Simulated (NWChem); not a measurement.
Species: H3S2 cation; SMILES S[SH2+]

```xyz
5

S     -0.0532    -1.1232     0.0000
S      0.0464     0.9899     0.0000
H      1.2954    -1.2398     0.0000
H     -0.8210     1.2953     0.9989
H     -0.8210     1.2953    -0.9989
```
Atoms are numbered in this order, from 1.

Program: NWChem. Geometry: optimised at B3LYP/6-31G* (spherical d). Vzz is the largest principal value of the second derivative of the potential at the nucleus (NWChem prints the opposite sign); η is the asymmetry. Non-relativistic.

Problem. Estimate the computed values for PBE/def2-SVP. Quantities: Vzz S1 (a.u.); η S1; Vzz S2 (a.u.); η S2.

Solution. The vzz S1 (a.u.) comes out as -3.338 and the η S1 comes out as 0.93. The vzz S2 (a.u.) is -1.569 and the η S2 is 0.18.
